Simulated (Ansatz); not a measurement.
Geometry optimisation, RKS revPBE/6-31G* in Ansatz.

The input (input.yaml):

```yaml
crystal:
  periodic: [false, false, false]
  atoms:
    - { symbol: B, position_ang: [0.0205, -0.1862, -0.0948] }
    - { symbol: "N", position_ang: [0.1772, 1.6022, 0.0746] }
    - { symbol: C, position_ang: [-1.2511, -0.6966, 0.7028] }
    - { symbol: C, position_ang: [0.3555, -0.6454, -1.572] }
    - { symbol: H, position_ang: [1.2809, 1.3002, 0.7647] }
    - { symbol: S, position_ang: [1.8461, -0.3629, 1.1311] }
    - { symbol: H, position_ang: [0.3472, 2.1106, -0.7799] }
    - { symbol: H, position_ang: [-0.5309, 2.0402, 0.6429] }
    - { symbol: H, position_ang: [-1.3048, -1.7838, 0.722] }
    - { symbol: H, position_ang: [-2.1644, -0.3448, 0.2261] }
    - { symbol: H, position_ang: [-1.2785, -0.3567, 1.7366] }
    - { symbol: H, position_ang: [0.4502, -1.7268, -1.6353] }
    - { symbol: H, position_ang: [1.2864, -0.2225, -1.9433] }
    - { symbol: H, position_ang: [-0.4326, -0.3575, -2.2653] }
    - { symbol: H, position_ang: [1.1985, -0.3699, 2.2899] }
basis:
  gaussian: { orbitals: "6-31G*" }
hamiltonian:
  xc: revpbe
relax:
  f_tol: 0.15
  max_steps: 25
  restrain:
    - { distance: [0, 5], at: 3.19, k: 30.0 }
    - { distance: [4, 1], at: 2.32, k: 30.0 }
    - { distance: [0, 1], at: 1.55, k: 30.0 }
    - { distance: [4, 5], at: 1.36, k: 30.0 }
```

Run as:

```bash
$ ansatz run input.yaml --threads 2 --pin off --max-ram 3072MiB --backend cpu --events-out ev --progress --plain --runs-dir out
```

**Question.** Where does it end, and by what steps?

**Answer.** The run converged. The restraints hold the end off the free minimum. After 9 steps the energy has fallen by 0.851 eV (the restraints' own energy left out); H5 moved furthest, 0.77 Å. Joined: H5–S6 (1.79 → 1.36 Å).

| step | energy less start (eV) | largest force component (eV/Å) | accepted |
| --- | --- | --- | --- |
| 0 | 0.0000 | 2.517 | yes |
| 1 | 0.3570 | 2.879 | yes |
| 2 | 0.0223 | 3.365 | yes |
| 3 | -0.4586 | 1.595 | yes |
| 4 | -0.6716 | 3.391 | yes |
| 5 | -0.7723 | 1.612 | yes |
| 6 | -0.7430 | 1.804 | no |
| 7 | -0.8152 | 1.758 | yes |
| 8 | -0.8353 | 1.797 | yes |
| 9 | -0.8511 | 1.830 | yes |

```xyz
15
Properties=species:S:1:pos:R:3
B -0.346 0.140 -0.344
N -0.142 1.602 -0.149
C -1.332 -0.616 0.654
C 0.291 -0.546 -1.634
H 1.656 0.665 0.976
S 2.236 -0.472 1.450
H 0.354 2.184 -0.822
H -0.641 2.137 0.560
H -1.039 -1.667 0.822
H -2.348 -0.644 0.209
H -1.435 -0.128 1.641
H 0.634 -1.575 -1.430
H 1.139 0.015 -2.068
H -0.481 -0.625 -2.427
H 1.455 -0.470 2.562
```

The run took 26 s on 2 threads of Intel(R) Xeon(R) Platinum 8175M CPU @ 2.50GHz (Skylake/Cascade Lake) (shared host), peak memory 0.18 GiB.
